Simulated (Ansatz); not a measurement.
`FC(F)(F)C1=CC(C(F)(F)F)=[O+][Ga-]([F])([Cl])[O]1`, relaxed with RKS PBE0-D4/def2-TZVP in Ansatz 0.2.0 from a GFN2-xTB geometry. The force threshold is 0.005 eV/Å; the program also tests the step.

Charge 0, multiplicity 1.

Start:

```xyz
17

F    -1.113   -0.587   -2.915
C    -0.445    0.513   -2.562
F     0.741    0.466   -3.184
F    -1.106    1.564   -3.025
C    -0.242    0.588   -1.030
C     0.209   -0.569   -0.403
C     0.483   -0.559    0.960
C     1.057   -1.865    1.560
F     1.049   -1.845    2.886
F     0.367   -2.934    1.157
F     2.323   -2.042    1.159
O     0.369    0.403    1.762
Ga   -0.860    1.920    1.419
F    -2.343    0.981    1.423
Cl   -0.400    3.721    2.282
O    -0.459    1.712   -0.509
H     0.367   -1.467   -0.979
```

Q: How much energy does the relaxation release, and in how many steps? (Best estimate.)

A: Computed: 6.44 kcal/mol, in 37 steps, 5 of them rejected.

Q: Which bonds change most? (Estimate.)

A: Computed: O12–Ga13 from 1.983 to 1.913 Å; Ga13–O16 from 1.979 to 1.913 Å; Ga13–Cl15 from 2.050 to 2.114 Å; Ga13–F14 from 1.755 to 1.740 Å.

Q: Give the relaxed structure. (An estimate is asked.)

A: Computed: 
```xyz
17

F    -0.118   -0.660   -3.127
C    -0.520    0.487   -2.585
F     0.192    1.474   -3.117
F    -1.798    0.670   -2.891
C    -0.347    0.491   -1.058
C     0.197   -0.621   -0.430
C     0.383   -0.664    0.945
C     1.000   -1.918    1.585
F     0.157   -2.426    2.476
F     1.271   -2.855    0.680
F     2.129   -1.593    2.203
O     0.108    0.231    1.788
Ga   -0.688    1.917    1.356
F    -2.332    1.856    1.921
Cl    0.616    3.519    1.804
O    -0.735    1.565   -0.524
H     0.484   -1.472   -1.025
```
